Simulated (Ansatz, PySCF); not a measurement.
Noncovalent pair: H2O (SMILES O) (first 3 atoms) with C2H6O (SMILES CCO); geometry from B3LYP-D3(BJ)/def2-TZVP, rigid monomers moved along the line of their centres of mass till H2···O6 is 1.71 Å.
(charge 0, multiplicity 1):
```xyz
12

O     -0.219     0.308     0.172
H      0.304     0.102     0.967
H      0.125    -0.264    -0.520
C     -1.298     0.460     3.330
C     -0.263    -0.646     3.249
O      0.914    -0.249     2.529
H     -2.189     0.108     3.855
H     -1.587     0.787     2.331
H     -0.908     1.321     3.881
H      0.019    -0.997     4.247
H     -0.656    -1.499     2.695
H      1.294     0.525     2.961
```

Counterpoise-corrected where a basis set is named; no monomer relaxation.

Frozen-core correlation.

Programs: Ansatz (Gaussian basis) for Hartree–Fock, density functionals and correlated methods; PySCF for the dispersion terms. Values without a source in brackets are computed.

PBE/def2-TZVPPD gives -212.2 meV for the interaction energy.

Q: How do the other levels lie against it? Give each less PBE: PBE-D3(BJ)/def2-TZVPPD, r2SCAN/def2-TZVPPD, PBE0/def2-TZVPPD, wB97M-V/def2-TZVPPD, MP2/aug-cc-pVDZ, CCSD(T)/aug-cc-pVDZ.

A: PBE-D3(BJ)/def2-TZVPPD -47.9; r2SCAN/def2-TZVPPD -40.7; PBE0/def2-TZVPPD -7.8; wB97M-V/def2-TZVPPD -31.3; MP2/aug-cc-pVDZ 11.1; CCSD(T)/aug-cc-pVDZ 21.8 meV. 2 of 6 lie above PBE; the widest gap is to PBE-D3(BJ)/def2-TZVPPD.

Ansatz is an electronic-structure program.
